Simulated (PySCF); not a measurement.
ClSn, SMILES [Cl][Sn] (connectivity only; charge and spin as stated), neutral, multiplicity 2.

Geometry: B3LYP-D3(BJ)/def2-TZVP. The def2 effective core potentials stand for the cores of Sn; spin–orbit coupling is left out.

Computed with C-PCM-PBE0/def2-TZVPD (PySCF).

The values are the electrostatic part of the solvation free energy, E(continuum) − E(gas) at the gas-phase geometry, in a cavity of scaled van der Waals radii (PySCF's table); cavitation and dispersion terms are not included. A continuum can't describe solvent molecules that bind to the metal. The dipole moment in vacuum is 2.77 D.

```json
[
 {"solvent": "water", "ε": "78.36", "ΔG(elec) (kcal/mol)": "-4.2", "dipole (D)": "4.00"},
 {"solvent": "chloroform", "ε": "4.71", "ΔG(elec) (kcal/mol)": "-3.2", "dipole (D)": "3.68"},
 {"solvent": "ethylethanoate", "ε": "5.99", "ΔG(elec) (kcal/mol)": "-3.4", "dipole (D)": "3.75"}
]
```
